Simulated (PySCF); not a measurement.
**Electron correlation in C (carbon, neutral)**

[He] 2s2 2p1 3s1, high-spin 3P determinant (an excited configuration). Computed with PySCF 2.14 in aug-cc-pVTZ-DK, with scalar relativity by spin-free X2C-1e. Frozen: 1s2; 4 electrons correlated.

| level | correlation energy (mhartree) |
| --- | --- |
| CCSD | -84.53 |
| (T) | -2.22 |
| CCSD(T) | -86.75 |
| CCSDT | -87.59 |

Diagnostics: T1 = 0.014, D1 = 0.0348, largest double amplitude 0.126.

The outer electron is Rydberg-like, and this basis confines it to a smaller radius and binds it less than a complete one would.

Cost of the coupled-cluster step: about 1.6 core-seconds, for 4 correlated electrons.

Iterations:

```
CC2 = 0
CCSD nocc = (np.int64(3), np.int64(1)), nmo = (45, 45)
frozen orbitals [[0], [0]]
max_cycle = 100
direct = 0
conv_tol = 1e-08
conv_tol_normt = 1e-06
diis_space = 8
diis_start_cycle = 0
Init t2, MP2 energy = -0.0579714512607862
Init E_corr(UCCSD) = -0.0579714512620312
cycle = 1  E_corr(UCCSD) = -0.0727481136778736  dE = -0.0147766624  norm(t1,t2) = 0.0592659
cycle = 2  E_corr(UCCSD) = -0.0783968002175218  dE = -0.00564868654  norm(t1,t2) = 0.0304543
cycle = 3  E_corr(UCCSD) = -0.083683578786819  dE = -0.00528677857  norm(t1,t2) = 0.0186319
cycle = 4  E_corr(UCCSD) = -0.0840045945324432  dE = -0.000321015746  norm(t1,t2) = 0.00951258
cycle = 5  E_corr(UCCSD) = -0.0846305926238408  dE = -0.000625998091  norm(t1,t2) = 0.00535862
cycle = 6  E_corr(UCCSD) = -0.0843592449272508  dE = 0.000271347697  norm(t1,t2) = 0.00193406
cycle = 7  E_corr(UCCSD) = -0.0843742598642604  dE = -1.5014937e-05  norm(t1,t2) = 0.00297645
cycle = 8  E_corr(UCCSD) = -0.0846206440823385  dE = -0.000246384218  norm(t1,t2) = 0.00127871
cycle = 9  E_corr(UCCSD) = -0.0845126419285174  dE = 0.000108002154  norm(t1,t2) = 0.000411362
cycle = 10  E_corr(UCCSD) = -0.0845309628105243  dE = -1.8320882e-05  norm(t1,t2) = 0.00010609
cycle = 11  E_corr(UCCSD) = -0.0845286533450592  dE = 2.30946547e-06  norm(t1,t2) = 3.3605e-05
cycle = 12  E_corr(UCCSD) = -0.0845284810359124  dE = 1.72309147e-07  norm(t1,t2) = 1.34585e-05
cycle = 13  E_corr(UCCSD) = -0.0845281973763438  dE = 2.83659569e-07  norm(t1,t2) = 5.18246e-06
cycle = 14  E_corr(UCCSD) = -0.0845282606635026  dE = -6.32871588e-08  norm(t1,t2) = 1.87004e-06
cycle = 15  E_corr(UCCSD) = -0.0845282559758683  dE = 4.68763428e-09  norm(t1,t2) = 6.50715e-06
cycle = 16  E_corr(UCCSD) = -0.08452826686106  dE = -1.08851917e-08  norm(t1,t2) = 1.01101e-06
cycle = 17  E_corr(UCCSD) = -0.0845282905704293  dE = -2.37093693e-08  norm(t1,t2) = 3.32165e-06
cycle = 18  E_corr(UCCSD) = -0.0845282882314759  dE = 2.33895335e-09  norm(t1,t2) = 2.73813e-07
UCCSD converged
E(UCCSD) = -37.513615669154  E_corr = -0.08452828823147594
UCCSD(T) correction = -0.00221601867628895
```
